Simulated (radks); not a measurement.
Coulomb parameter of the 4d shell of neutral ruthenium in the model configuration [Kr] 4d6.5 5s1.5, as a second difference U = [E(n + 0.25) + E(n - 0.25) - 2 E(n)] / (0.25)^2 with all orbitals relaxed. "Bare": the charge of the atom changes with n. "Screened": the 5s shell takes up the change at fixed total charge, which measures U(4d,4d) + U(5s,5s) - 2 U(4d,5s). Method: scalar-relativistic Kohn-Sham, PBE, spin-unpolarised, spherical densities, point nucleus; computed with a radial shooting solver on a logarithmic mesh with Libxc functionals.

| case | configuration | E - E(n) (eV) |
|---|---|---|
| start | [Kr] 4d6.5 5s1.5 | 0.000 |
| bare +0.25 | [Kr] 4d6.75 5s1.5 | -1.312 |
| bare -0.25 | [Kr] 4d6.25 5s1.5 | 1.898 |
| screened +0.25 | [Kr] 4d6.75 5s1.25 | -0.375 |
| screened -0.25 | [Kr] 4d6.25 5s1.75 | 0.470 |

U(bare) = 9.380 eV, U(screened by 5s) = 1.522 eV, against the Slater integral F0(4d,4d) = 15.123 eV with frozen orbitals. The step up makes a negative ion, whose loosely bound charge lowers the bare value.
